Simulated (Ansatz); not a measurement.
Au₂Se, relaxed as a singlet with RKS r2SCAN-D4/def2-TZVP in Ansatz, starting from the GFN1-xTB geometry. Force threshold 0.02 eV/Å.

In the def2 sets Au takes a core potential; there is no spin–orbit coupling. The relaxation made no stability test and no search for a lower SCF solution. The structure comes from a short search, and lower isomers may exist.

Start:

```tsv
atom	x (Å)	y (Å)	z (Å)
Au1	1.4693	-0.2989	0.2579
Au2	-0.9170	-0.3644	-1.1582
Se3	-0.5523	0.6633	0.9003
```

```tsv
step	energy (eV)	largest force component (eV/Å)	SCF passes
1	-72741.0065	0.749	18
2	-72741.0659	0.363	28
3	-72741.0751	0.267	21
4	-72741.0812	0.008	21
```

Force components are those of the run's own axes.

End:

```xyz
3

Au    1.6223   -0.2665    0.3999
Au   -1.1160   -0.3415   -1.2251
Se   -0.5063    0.6080    0.8252
```

By distances, no bond broke or formed. The bond that changes most is Au1–Se3, from 2.33 to 2.34 Å (atoms count from 1).

No frequencies were taken in this run, so the end may be a saddle point.

Hardware: 4 threads of Arm Neoverse V1 on a shared host. Wall time 9.5 s.
